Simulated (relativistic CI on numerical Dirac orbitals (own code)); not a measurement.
# Crystal-field levels of Ru⁺, 4d7

Calculated by Dirac-Coulomb-Breit CI, separate exchange-only KLI orbitals for each configuration, QED by a radiative potential, valence Slater integrals scaled by 0.85, one configuration in a parametric crystal field (own radial code).

Field parameters in Wybourne normalisation: Oh B⁴₀ = 21Dq, B⁴₄ = √(5/14) B⁴₀. The field is a parameter set, without covalency.

S is read from ⟨S²⟩ = S(S + 1).

Levels (cm⁻¹, degeneracy): 0 (4), 6319 (2), 6860 (4), 7828 (2), 7930 (4), 17894 (4), 18676 (2), 18757 (4), 19042 (2), 22547 (4), 23229 (2), 25647 (4).

Q: Which field gives this pattern?
A. Oh, 10Dq = 19950 cm⁻¹
B. Oh, 10Dq = 31000 cm⁻¹
C. Oh, 10Dq = 14450 cm⁻¹
D. Oh, 10Dq = 17200 cm⁻¹

A: A. Oh, 10Dq = 19950 cm⁻¹, ground level with S = 0.54.
